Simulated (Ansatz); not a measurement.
Geometry optimisation, RKS PBE/def2-SVP (Ansatz 0.2.0).

The input (input.yaml):

```yaml
crystal:
  periodic: [false, false, false]
  atoms:
    - { symbol: Hf, position_ang: [-0.087482, -0.005889, -0.111067] }
    - { symbol: O, position_ang: [-0.346985, -0.296351, 1.896672] }
    - { symbol: Si, position_ang: [-1.288004, -0.221066, 3.278586] }
    - { symbol: H, position_ang: [-2.584634, -0.967505, 3.082438] }
    - { symbol: H, position_ang: [-0.546304, -0.847865, 4.430632] }
    - { symbol: H, position_ang: [-1.612757, 1.208712, 3.632663] }
    - { symbol: "N", position_ang: [1.878564, 0.308308, -0.5555] }
    - { symbol: H, position_ang: [2.578457, -0.431305, -0.409534] }
    - { symbol: H, position_ang: [2.331512, 1.108679, -1.008448] }
    - { symbol: "N", position_ang: [-1.044457, 1.699221, -0.669588] }
    - { symbol: H, position_ang: [-1.679527, 1.808912, -1.473084] }
    - { symbol: H, position_ang: [-1.017965, 2.590096, -0.15194] }
    - { symbol: F, position_ang: [-0.852798, -1.454085, -1.146396] }
    - { symbol: S, position_ang: [1.80422, -2.924425, 1.281605] }
    - { symbol: H, position_ang: [0.747335, -3.638753, 0.791027] }
    - { symbol: H, position_ang: [0.960625, -2.076585, 1.986335] }
basis:
  gaussian: { orbitals: def2-SVP }
hamiltonian:
  xc: pbe
relax:
  f_tol: 0.03
  max_steps: 50
```

Launched with:

```bash
$ ansatz run input.yaml --threads 4 --pin off --max-ram 5120MiB --backend cpu --events-out ev --progress --plain --runs-dir out
```

Problem. Where does it end, and by what steps?

Solution. The forces met the threshold. The force dipped under the threshold on the way, but the program's further checks kept it going. After 33 steps the energy has fallen by 0.151 eV; H6 moved furthest, 1.22 Å. Joined: Hf1–S14 (3.75 → 3.16 Å).

```csv
step,energy less start (eV),largest force component (eV/Å),accepted
0,0.0000,0.790,yes
2,-0.0392,0.124,yes
4,-0.0517,0.672,no
6,-0.0789,0.233,yes
8,-0.0918,0.749,yes
10,-0.1125,0.112,yes
12,-0.1207,0.136,yes
14,-0.1187,0.437,no
16,-0.1332,0.123,yes
18,-0.1364,0.138,yes
20,-0.1402,0.139,yes
22,-0.1431,0.139,yes
24,-0.1454,0.075,yes
26,-0.1469,0.097,yes
28,-0.1486,0.014,yes
30,-0.1500,0.033,yes
32,-0.1510,0.057,yes
33,-0.1513,0.025,yes
```

```xyz
16
Properties=species:S:1:pos:R:3
Hf -0.114 -0.129 -0.102
O -0.814 -0.116 1.760
Si -1.141 -0.123 3.391
H -2.627 -0.067 3.639
H -0.611 -1.397 4.016
H -0.487 1.044 4.086
N 1.824 0.542 -0.249
H 2.657 0.039 0.077
H 2.124 1.441 -0.639
N -1.131 1.392 -0.998
H -1.374 1.440 -1.994
H -1.553 2.199 -0.525
F -0.503 -1.660 -1.255
S 1.503 -2.556 1.122
H 0.803 -3.418 0.332
H 0.686 -2.769 2.192
```

Whether the end is a true minimum wasn't checked by a vibrational analysis.

Run time: 110 s on 4 threads of Intel(R) Xeon(R) Platinum 8259CL CPU @ 2.50GHz (Skylake/Cascade Lake) (shared host), peak memory 0.3 GiB.
